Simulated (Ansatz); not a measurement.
`[F][Hf]([F])([Cl])[Br]`, relaxed with RKS PBE0-D4/def2-TZVP in Ansatz 0.2.0 from a PBE-D4/def2-SVP geometry. The force threshold is 0.005 eV/Å; the program also tests the step.

Total charge 0; spin multiplicity 1. Hf: def2 effective core potential.

Start:

```xyz
5

F     0.461    0.796    1.738
Hf   -0.037   -0.033    0.097
F    -0.779   -1.741    0.498
Cl   -1.637    1.292   -0.998
Br    1.992   -0.314   -1.335
```

Q: By how much does the energy fall, and how many steps does the optimiser take? (Estimate.)

A: Computed: 1.70 kJ/mol, in 4 steps.

Q: Which bonds change most? (An estimate is asked.)

A: Computed: Hf2–F3 from 1.906 to 1.884 Å; F1–Hf2 from 1.904 to 1.884 Å; Hf2–Cl4 from 2.349 to 2.329 Å; Hf2–Br5 from 2.499 to 2.488 Å.

Q: Give the relaxed structure. (Best estimate.)

A: Computed: 
```xyz
5

F     0.451    0.790    1.722
Hf   -0.033   -0.031    0.097
F    -0.774   -1.719    0.490
Cl   -1.629    1.278   -0.982
Br    1.986   -0.318   -1.328
```
